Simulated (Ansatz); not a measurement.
Several settings on one geometry of the cluster AlB5 (the lowest singlet isomer of a short search) (that of the charge 0 singlet, PBE0-D4/def2-SVP). Ansatz on 4 threads of Arm Neoverse N1 on a shared host; times are rough.

```xyz
6

B    -1.398    1.160    0.233
B     1.039   -0.253    0.025
B     0.162    1.051    0.362
B    -0.584   -0.423   -0.207
B    -2.123   -0.123   -0.270
Al    2.903   -1.412   -0.144
```

Totals from different functionals, basis sets or treatments of relativity can't be compared as stabilities.

Correlated methods freeze 10 core orbitals.

The spins typed aren't always the lowest for that charge.

Task: Give the basis size and estimate the energy, ⟨S²⟩, dipole and time of these runs.

```csv
run,method,charge,state,further keys
1,UKS ωB97/def2-SVP,0,singlet,fitting: {mean_field: def2-universal-jkfit}; accuracy: high; scf: {omitted_lower_state_checks: [starts]}; forces asked
2,RKS revPBE-D3(BJ)/def2-TZVP,0,singlet,scf: {omitted_lower_state_checks: [starts]}
3,UKS B2GP-PLYP/cc-pVDZ,-1,doublet,scf: {lower_state_search: full}
4,RKS RPBE/def2-mTZVP,0,singlet,forces asked
```

Result: 
```csv
run,functions,energy (Eh),⟨S²⟩,dipole (D),wall time
1,88,-366.1942,0.25,0.55,53 s
2,192,-366.4198,–,–,2.4 s
3,88,-366.1468,1.35,–,25 s
4,117,-366.4862,–,1.99,2 s
```

The highest occupied level of an anion often lies above zero with these methods, and sets without diffuse functions describe the outer electron poorly. At UKS ωB97/def2-SVP the unrestricted singlet has broken spin symmetry (⟨S²⟩ up to 0.25). The restricted singlet is unstable towards broken spin symmetry at other levels; at RKS revPBE-D3(BJ)/def2-TZVP, RKS RPBE/def2-mTZVP this wasn't settled. At UKS B2GP-PLYP/cc-pVDZ the charge -1 doublet is spin-contaminated (final ⟨S²⟩ up to 1.35, 0.75 for a pure state).
